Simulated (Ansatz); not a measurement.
An input meant for H3Au3 (charge 0, singlet; scaled by 1.25).

```yaml
crystal:
  periodic: [false, false, false]
  atoms:
    - {symbol: Au, position_ang: [1.544269, -1.660244, 1.416062]}
    - {symbol: Au, position_ang: [-0.335005, 0.281201, -0.729097]}
    - {symbol: Au, position_ang: [-1.620552, 3.253236, -1.587379]}
    - {symbol: h, position_ang: [-0.597273, 1.695319, -2.442373]}
    - {symbol: H, position_ang: [1.128734, -1.865437, 3.342436]}
    - {symbol: H, position_ang: [-0.120173, -1.704088, 0.000350]}
basis:
  gaussian: {orbitals: def2-mTZVPP}
hamiltonian: {xc: {name: SPW92}}
output: {forces: true}
```

```sh
$ ansatz run in.yaml --threads 4 --pin off --events-out ev --progress --plain --max-ram 3916MiB
```

It prints (some lines left out):

```
Error: YAML parse error: error: line 7 column 16: `h` is not an element symbol (H … Og, case-exact)
 --> <input>:7:16
5 |     - {symbol: Au, position_ang: [-0.335005, 0.281201, -0.729097]}
6 |     - {symbol: Au, position_ang: [-1.620552, 3.253236, -1.587379]}
7 |     - {symbol: h, position_ang: [-0.597273, 1.695319, -2.442373]}
8 |     - {symbol: H, position_ang: [1.128734, -1.865437, 3.342436]}
9 |     - {symbol: H, position_ang: [-0.120173, -1.704088, 0.000350]}
```

Q: Something in this input is off. What?

A: An element symbol is wrong. The input was rejected before any iteration.
